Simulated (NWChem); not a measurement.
# CF cation, singlet

```xyz
2

C      0.0000     0.0000    -0.6977
F      0.0000     0.0000     0.4710
```
Atoms are numbered in this order, from 1.

Results from NWChem. Pople sets run with spherical d functions. Low-valent species are run as closed-shell singlets; no triplet was tried in these runs. Geometry: optimised at B3LYP/6-31G* (spherical d). Static field.

| level | isotropic polarisability (bohr³) | anisotropy (bohr³) |
|---|---|---|
| PBE/6-31+G* | 8.0 | 2.5 |
| B3LYP/6-31+G* | 7.9 | 2.2 |
| BHandHLYP/6-31+G* | 7.7 | 1.9 |
| LC-BLYP (range parameter 0.33 per bohr)/6-31+G* | 8.0 | 2.3 |
